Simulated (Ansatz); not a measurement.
Start from `O[SiH2]S[SiH3]` and change one atom or group to get `[SiH3]S[SiH2]Cl`.

Ansatz, PBE0-D4/def2-TZVP geometries, multiplicity 1. Each molecule was computed in one conformer, which needn't be the lowest.

| property | `O[SiH2]S[SiH3]` |
| --- | --- |
| HOMO energy (PBE0/def2-TZVPP) / eV | -7.64 |
| HOMO–LUMO gap (PBE/def2-TZVPP) / eV | 5.55 |
| size of the dipole moment (B3LYP/def2-TZVPP) / D | 0.90 |
| HOMO energy (PBE/def2-TZVPP) / eV | -6.44 |
| LUMO energy (PBE0/def2-TZVPP) / eV | -0.02 |
| LUMO energy (PBE/def2-TZVPP) / eV | -0.88 |

(1) Give the same properties after the change, and the shifts. (An estimate is asked.)

Answers

(1) The calculation gave: 
```csv
property,`[SiH3]S[SiH2]Cl`,shift
HOMO energy (PBE0/def2-TZVPP) / eV,-7.83,-0.19
HOMO–LUMO gap (PBE/def2-TZVPP) / eV,5.52,-0.03
size of the dipole moment (B3LYP/def2-TZVPP) / D,0.94,0.04
HOMO energy (PBE/def2-TZVPP) / eV,-6.63,-0.19
LUMO energy (PBE0/def2-TZVPP) / eV,-0.24,-0.22
LUMO energy (PBE/def2-TZVPP) / eV,-1.11,-0.23
```

Dipoles are sizes alone; their direction can turn.

B3LYP here is the variant with VWN-RPA as its local correlation; programs differ in this.
